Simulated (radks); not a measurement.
Question: Neutral germanium, configuration [Ar] 3d10 4s2 4p2. Method: Dirac Kohn-Sham, BLYP, spin-unpolarised, spherical densities, finite nucleus; open shells fill j = l - 1/2 first; Fermi nuclear charge, rms radius 4.0742 fm; computed with a radial shooting solver on a logarithmic mesh with Libxc functionals. Some entries of the table are withheld. Estimate them.

| orbital | occ. | eigenvalue (eV) | r(max) (bohr) |
|---|---|---|---|
| 1s1/2 | 2 | -10960.38 | (1) |
| 2s1/2 | 2 | -1371.259 | 0.1761 |
| 2p1/2 | 2 | (2) | 0.1391 |
| 2p3/2 | 4 | (3) | 0.1421 |
| 3s1/2 | 2 | -167.9265 | 0.5423 |
| 3p1/2 | 2 | (4) | 0.5372 |
| 3p3/2 | 4 | (5) | 0.5457 |
| 3d3/2 | 4 | -29.3701 | 0.5011 |
| 3d5/2 | 6 | -28.7846 | 0.5040 |
| 4s1/2 | 2 | -11.5627 | 1.733 |
| 4p1/2 | 2 | -3.8427 | 2.178 |
| 4p3/2 | 0 | -3.6556 | 2.222 |

Answer: 
(1) 1s1/2 r(max) (bohr): 0.03072
(2) 2p1/2 eigenvalue (eV): -1219.963
(3) 2p3/2 eigenvalue (eV): -1188.063
(4) 3p1/2 eigenvalue (eV): -118.0732
(5) 3p3/2 eigenvalue (eV): -113.7860
